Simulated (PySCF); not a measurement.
Gas-phase reaction: GeH4 + Br2 ⇌ GeBr2 + 2 H2

Energies from PySCF, thermal terms from the rigid-rotor harmonic-oscillator model, ideal gas at 1 bar. † marks an energy on the PBE0/def2-TZVP geometry and frequencies; other levels use their own. CCSD(T) freezes the core. 6-31G* has spherical d functions here. All species are closed-shell singlets. B3LYP is the form with VWN-RPA correlation. Br, Ge: all electrons, no relativistic terms. CCSD(T) isn't extrapolated to the basis-set limit; its ΔH°(298 K) is -158.4 kJ in def2-SVP and -167.7 kJ in def2-TZVPP. The harmonic model lacks anharmonicity and excited electronic states, which grow with temperature; levels with a mode under 35 cm⁻¹ are left out. Soft modes under 120 cm⁻¹ make the harmonic entropy rough for GeBr2.

```
level                ΔE electronic, kJ  ΔH°(298 K), kJ  ΔS°(298 K), J/K  ΔG°(1200 K), kJ
-------------------  -----------------  --------------  ---------------  ---------------
B3LYP/6-31G*                      -190            -200              117             -354
CCSD(T)/def2-SVP†                 -146            -158              117             -312
CCSD(T)/def2-TZVPP†               -156            -168              117             -321
M06-2X/def2-TZVP†                 -193            -204              117             -358
PBE0/def2-QZVP†                   -157            -169              117             -323
ωB97X-V/def2-TZVP†                -151            -163              117             -316
```
ΔH° is lowest at M06-2X/def2-TZVP† and highest at CCSD(T)/def2-SVP†. No reference value is set beside these.
